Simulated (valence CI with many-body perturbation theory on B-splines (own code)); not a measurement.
# Te18+: electric-dipole lines

Method: configuration interaction combined with many-body perturbation theory (CI+MBPT): six valence electrons over a frozen Dirac-Fock core [Ar] 3d10, radial functions for each j: 9 s, 9 p, 8 d, 6 f, 3 g, 1 h, with the one-electron correlation potential Σ1, the two-electron term Σ2, the three-electron term Σ3, Breit, model QED; selected CI, second order for the rest, scaled by the run's own slope (own B-spline code, finite nucleus).

No measured spectrum was set against this ion. As an estimate, levels hold to about 250 cm⁻¹ or 0.2 % of their energy and the worst to 1 %, as in measured heavy ions of charge 2 to 7; those with d or f electrons hold less well. Among the levels kept, up to 1000 cm⁻¹ of a level comes from second order outside the variational space, and about a tenth of that is noise between levels of different J, which matters for small intervals.

Lines 1 to 50 of 90 in falling wavelength, among levels below 106.76 eV, chosen from the strongest by gf and those to the six lowest levels. Wavelengths and rates use the calculated energies, so an error of 1000 cm⁻¹ moves a line at 354.1 Å by 0.35 % and its rate by three times that or more. Electric multipoles are in the length gauge, E1 and E2 with the static RPA response of the core. Weak lines are less certain than strong ones. Lines between different terms over intervals too small for the method are left out, as are lines whose strength nearly cancels. The highest levels of a list are the least certain.

Levels are named by their leading jj configuration (3d3/2^4 stands for four electrons in 3d with j = 3/2), which in mixed levels can hold well under half, so a name can repeat and another be missing. Letters in brackets count levels of one name in rising energy.

```tsv
λ vac (Å)	Upper	Lower	A (s⁻¹)	log gf	Branch %
354.1	(4s 4p1/2^2 4p3/2^3) J=1	(4s^2 4p3/2^4) J=0	1.38e+08	-2.11	0.6
279.2	(4s 4p1/2^2 4p3/2^3) J=2	(4s^2 4p1/2 4p3/2^3) J=2	1.50e+09	-1.06	10.6
263.2	(4s 4p1/2^2 4p3/2^3) J=2	(4s^2 4p1/2 4p3/2^3) J=1	2.62e+09	-0.87	18.5
258.1	(4s 4p1/2 4p3/2^4) J=1	(4s^2 4p3/2^4) J=0	2.07e+09	-1.21	7.8
252.6	(4s 4p1/2^2 4p3/2^3) J=1	(4s^2 4p1/2 4p3/2^3) J=2	2.02e+09	-1.24	8.4
249.5	(4s^2 4p1/2^2 4p3/2 4d3/2) J=1	(4s^2 4p3/2^4) J=0	1.97e+08	-2.26	0.9
239.3	(4s 4p1/2^2 4p3/2^3) J=1	(4s^2 4p1/2 4p3/2^3) J=1	2.37e+09	-1.22	9.8
215.2	(4s^2 4p1/2 4p3/2^2 4d3/2) J=1 [a]	(4s^2 4p3/2^4) J=0	1.34e+06	-4.55	0.0
210.7	(4s 4p1/2^2 4p3/2^3) J=2	(4s^2 4p1/2^2 4p3/2^2) J=2	1.00e+10	-0.48	70.8
209.8	(4s 4p1/2^2 4p3/2^3) J=1	(4s^2 4p1/2^2 4p3/2^2) J=0	4.48e+09	-1.05	18.6
209.3	(4s 4p1/2 4p3/2^4) J=0	(4s^2 4p1/2 4p3/2^3) J=1	1.56e+10	-0.99	100.0
203.9	(4s^2 4p1/2^2 4p3/2 4d5/2) J=1	(4s^2 4p3/2^4) J=0	2.20e+08	-2.39	0.6
200.6	(4s^2 4p1/2^2 4p3/2 4d3/2) J=2	(4s^2 4p1/2 4p3/2^3) J=2	2.47e+06	-4.13	0.1
199.6	(4s 4p1/2 4p3/2^4) J=1	(4s^2 4p1/2 4p3/2^3) J=2	2.20e+10	-0.40	83.0
198.4	(4s^2 4p1/2^2 4p3/2 4d3/2) J=3	(4s^2 4p1/2 4p3/2^3) J=2	2.48e+07	-2.99	2.2
195.1	(4s 4p1/2^2 4p3/2^3) J=1	(4s^2 4p1/2^2 4p3/2^2) J=2	1.51e+10	-0.59	62.6
194.4	(4s^2 4p1/2^2 4p3/2 4d3/2) J=1	(4s^2 4p1/2 4p3/2^3) J=2	5.70e+09	-1.01	25.6
192.2	(4s^2 4p1/2^2 4p3/2 4d3/2) J=2	(4s^2 4p1/2 4p3/2^3) J=1	7.20e+06	-3.70	0.4
191.3	(4s 4p1/2 4p3/2^4) J=1	(4s^2 4p1/2 4p3/2^3) J=1	1.81e+09	-1.53	6.8
189.7	(4s^2 4p1/2^2 4p3/2 4d3/2) J=0	(4s^2 4p1/2 4p3/2^3) J=1	2.97e+09	-1.80	100.0
186.8	(4s^2 4p1/2^2 4p3/2 4d5/2) J=2	(4s^2 4p1/2 4p3/2^3) J=2	4.20e+08	-1.96	2.4
186.5	(4s^2 4p1/2^2 4p3/2 4d3/2) J=1	(4s^2 4p1/2 4p3/2^3) J=1	1.64e+08	-2.59	0.7
185.9	(4s^2 4p1/2 4p3/2^2 4d5/2) J=1 [a]	(4s^2 4p3/2^4) J=0	9.26e+08	-1.84	1.0
179.5	(4s^2 4p1/2^2 4p3/2 4d5/2) J=2	(4s^2 4p1/2 4p3/2^3) J=1	4.13e+08	-2.00	2.4
176.8	(4s^2 4p1/2^2 4p3/2 4d5/2) J=3	(4s^2 4p1/2 4p3/2^3) J=2	7.79e+07	-2.59	0.4
172.9	(4s^2 4p1/2 4p3/2^2 4d3/2) J=1 [a]	(4s^2 4p1/2 4p3/2^3) J=2	1.09e+08	-2.83	1.5
171.9	(4s 4p1/2 4p3/2^4) J=1	(4s^2 4p1/2^2 4p3/2^2) J=0	3.02e+08	-2.40	1.1
171.8	(4s^2 4p1/2 4p3/2^2 4d3/2) J=2 [a]	(4s^2 4p1/2 4p3/2^3) J=2	2.43e+07	-3.27	0.7
171.8	(4s^2 4p1/2 4p3/2^2 4d3/2) J=1 [b]	(4s^2 4p3/2^4) J=0	7.91e+06	-3.98	0.0
168.9	(4s^2 4p1/2 4p3/2^2 4d3/2) J=3 [a]	(4s^2 4p1/2 4p3/2^3) J=2	1.10e+08	-2.48	2.6
168.0	(4s^2 4p1/2^2 4p3/2 4d3/2) J=1	(4s^2 4p1/2^2 4p3/2^2) J=0	1.05e+09	-1.88	4.7
167.2	(4s^2 4p1/2 4p3/2^2 4d5/2) J=1 [b]	(4s^2 4p3/2^4) J=0	1.07e+09	-1.87	0.4
166.7	(4s^2 4p1/2 4p3/2^2 4d5/2) J=3 [a]	(4s^2 4p1/2 4p3/2^3) J=2	8.15e+07	-2.62	2.8
166.6	(4s^2 4p1/2 4p3/2^2 4d3/2) J=1 [a]	(4s^2 4p1/2 4p3/2^3) J=1	4.14e+07	-3.29	0.6
165.6	(4s^2 4p1/2 4p3/2^2 4d3/2) J=2 [a]	(4s^2 4p1/2 4p3/2^3) J=1	1.10e+08	-2.64	3.4
165.6	(4s^2 4p1/2^2 4p3/2 4d5/2) J=1	(4s^2 4p1/2 4p3/2^3) J=2	6.03e+09	-1.13	15.8
165.0	(4s^2 4p1/2 4p3/2^2 4d3/2) J=0	(4s^2 4p1/2 4p3/2^3) J=1	9.86e+08	-2.40	100.0
162.6	(4s^2 4p1/2^2 4p3/2 4d3/2) J=2	(4s^2 4p1/2^2 4p3/2^2) J=2	1.81e+09	-1.44	99.5
161.9	(4s 4p1/2 4p3/2^4) J=1	(4s^2 4p1/2^2 4p3/2^2) J=2	3.34e+08	-2.40	1.3
161.2	(4s^2 4p1/2^2 4p3/2 4d3/2) J=3	(4s^2 4p1/2^2 4p3/2^2) J=2	1.13e+09	-1.51	97.9
159.8	(4s^2 4p1/2^2 4p3/2 4d5/2) J=1	(4s^2 4p1/2 4p3/2^3) J=1	9.09e+06	-3.98	0.0
158.8	(4s^2 4p1/2 4p3/2^2 4d3/2) J=1 [c]	(4s^2 4p3/2^4) J=0	3.90e+09	-1.35	1.0
158.5	(4s^2 4p1/2^2 4p3/2 4d3/2) J=1	(4s^2 4p1/2^2 4p3/2^2) J=2	1.52e+10	-0.77	68.1
156.7	(4s^2 4p1/2 4p3/2^2 4d3/2) J=2 [b]	(4s^2 4p1/2 4p3/2^3) J=2	3.15e+08	-2.24	2.1
153.5	(4s^2 4p1/2 4p3/2^2 4d5/2) J=1 [a]	(4s^2 4p1/2 4p3/2^3) J=2	1.73e+10	-0.74	18.6
153.4	(4s^2 4p1/2^2 4p3/2 4d5/2) J=2	(4s^2 4p1/2^2 4p3/2^2) J=2	1.65e+10	-0.54	95.2
151.7	(4s^2 4p1/2 4p3/2^2 4d3/2) J=1 [a]	(4s^2 4p1/2^2 4p3/2^2) J=0	4.22e+09	-1.36	58.6
151.5	(4s^2 4p1/2 4p3/2^2 4d3/2) J=2 [b]	(4s^2 4p1/2 4p3/2^3) J=1	1.45e+09	-1.60	9.6
149.5	(4s^2 4p1/2 4p3/2^2 4d5/2) J=2 [a]	(4s^2 4p1/2 4p3/2^3) J=2	3.09e+07	-3.29	0.3
148.5	(4s^2 4p1/2 4p3/2^2 4d5/2) J=1 [a]	(4s^2 4p1/2 4p3/2^3) J=1	1.17e+10	-0.93	12.6
```

How does gf follow from A for the line at 194.4 Å?

gf = 1.4992 × (2J+1)_upper × A / σ², with σ = 514275 cm⁻¹ and 2J+1 = 3: gf = 0.0969.
